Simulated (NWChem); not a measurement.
Molecule: SnH$_{2}$SO, singlet; SMILES [Sn]([SH])[OH]

```xyz
5

Sn    -0.3447    -0.4701     0.0000
O      1.5081    -1.2083     0.0000
H      2.2228    -0.5597     0.0000
S      0.3421     1.9050     0.0000
H     -0.9323     2.3553     0.0000
```
Atoms are numbered in this order, from 1.

Results from NWChem. Low-valent species are run as closed-shell singlets; no triplet was tried in these runs. The geometry was optimised at PBE0/def2-SVP. def2 effective core potentials on Sn; no spin-orbit coupling. Level: PBE0/def2-SVPD; rows give the wavelength of the field.

For field 1065 nm:

| Item | Value |
|---|---|
| anisotropy (bohr³) | 34.3 |

Task: What are these values for field static?

Result: The anisotropy (bohr³) is 33.2.
